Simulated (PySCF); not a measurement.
## Computed vibrations of TlCl3(NH3)

TlCl3(NH3) (singlet). PySCF 2.14.0, RKS PBE0, Tl def2-SVP with ECP60, Cl def2-SVP, N def2-SVP, H def2-SVP; non-relativistic Hamiltonian with scalar-relativistic core potentials where named; density fitting; no spin-orbit coupling. Central differences of gradients.

```xyz
8

Tl    0.0247   -0.0247    0.0247
Cl    1.1621    1.7788    1.1621
Cl   -1.7788   -1.1621    1.1621
Cl    1.1621   -1.1621   -1.7788
N    -1.3799    1.3799   -1.3799
H    -1.9790    1.9790   -0.8115
H    -0.8115    1.9790   -1.9790
H    -1.9790    0.8115   -1.9790
```

Run from Python with OMP_NUM_THREADS=2. Where DIIS fails, smearing, a level shift and second-order steps follow.
It took 63 s on 2 threads of Arm Neoverse V2 (shared host).

(1) What are the harmonic wavenumbers and infrared intensities?

(2) Is this a minimum?

Answers

(1) Modes are labelled in C3v; negative numbers are unstable modes, those under 60 cm⁻¹ near the noise; a finer grid moves soft modes by up to 10 cm⁻¹.
```csv
cm⁻¹,km/mol,symmetry
-88,–,a2
62,3.5,e
62,3.5,e
84,7.3,e
84,7.3,e
93,17.1,a1
289,11.7,a1
316,0.5,a1
338,48.6,e
338,48.6,e
560,44.6,e
560,44.6,e
1153,123.9,a1
1617,22.0,e
1617,22.0,e
3501,34.4,a1
3639,54.6,e
3639,54.6,e
```

(2) No: 1 unstable; the lowest moves the atoms so:
```
Tl   0.00  0.00  0.00
Cl  -0.01  0.00  0.01
Cl   0.00 -0.01 -0.01
Cl   0.01  0.01  0.00
N    0.00  0.00  0.00
H    0.41  0.41  0.00
H    0.00 -0.41 -0.41
H   -0.41  0.00  0.41
```
